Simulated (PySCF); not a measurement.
PySCF 2.14 output of an unrestricted TPSS calculation on a single atom or ion in def2-TZVP with the def2 core potential (46 electrons) (5s3p3d, 29 functions), with scalar relativity through the core potential:

```
SCF conv_tol = 1e-09
number electrons alpha = 4  beta = 4
    J. Tao, J. P. Perdew, V. N. Staroverov, and G. E. Scuseria.,  Phys. Rev. Lett. 91, 146401 (2003)
    J. P. Perdew, J. Tao, V. N. Staroverov, and G. E. Scuseria.,  J. Chem. Phys. 120, 6898 (2004)
    J. Tao, J. P. Perdew, V. N. Staroverov, and G. E. Scuseria.,  Phys. Rev. Lett. 91, 146401 (2003)
    J. P. Perdew, J. Tao, V. N. Staroverov, and G. E. Scuseria.,  J. Chem. Phys. 120, 6898 (2004)
cycle= 1 E= -20.0063691044556  delta_E= -0.00124  |g|= 0.01  |ddm|= 0.202
cycle= 2 E= -20.0064462901986  delta_E= -7.72e-05  |g|= 0.00333  |ddm|= 0.0403
cycle= 3 E= -20.006455880406  delta_E= -9.59e-06  |g|= 2.1e-06  |ddm|= 0.0101
cycle= 4 E= -20.0064558804101  delta_E= -4.14e-12  |g|= 2.27e-08  |ddm|= 6.07e-06
converged SCF energy = -20.0064558804101  <S^2> = -5.3290705e-15  2S+1 = 1
```

The run itself started from symmetry-adapted Hartree-Fock orbitals and held the occupation by maximum overlap, on a logarithmic radial grid, so the iterations belong to that start.

**Question.** Which element, charge and spin multiplicity is this?

**Answer.** Cs⁺ (caesium, charge +1), multiplicity 1; the state was [Xe], closed-shell 1S.

Energies and moments cover only the electrons outside the core potential. Spin-orbit coupling, which splits the p, d and f shells strongly at this Z, is absent.
